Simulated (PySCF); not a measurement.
# Correlation energy of Sn(2+) (tin, charge +2)

[Kr] 4d10 5s2, closed-shell 1S. Computed with PySCF 2.14 in aug-cc-pwCVTZ-DK3 (10s9p7d4f1g, 109 functions), with the spin-free X2C one-electron Hamiltonian (Gaussian nucleus). Frozen: [Ar] 3d10; 20 electrons correlated.

MP2 pair energies summed by pair of shells (mhartree):

| pair | energy | share (%) |
| --- | --- | --- |
| 4d-4d | -337.24 | 48.1 |
| 4p-4d | -137.75 | 19.6 |
| 4d-5s | -98.55 | 14.0 |
| 4p-4p | -42.97 | 6.1 |
| 4s-4d | -28.17 | 4.0 |
| 5s-5s | -25.54 | 3.6 |
| 4s-4p | -16.40 | 2.3 |
| 4p-5s | -10.63 | 1.5 |
| 4s-4s | -3.39 | 0.5 |
| 4s-5s | -1.21 | 0.2 |

Total MP2 correlation energy: -701.84 mhartree.

Same-spin part -236.47 and opposite-spin part -465.37 mhartree; SCS-MP2 scales them by 1/3 and 6/5 to -637.27 mhartree.
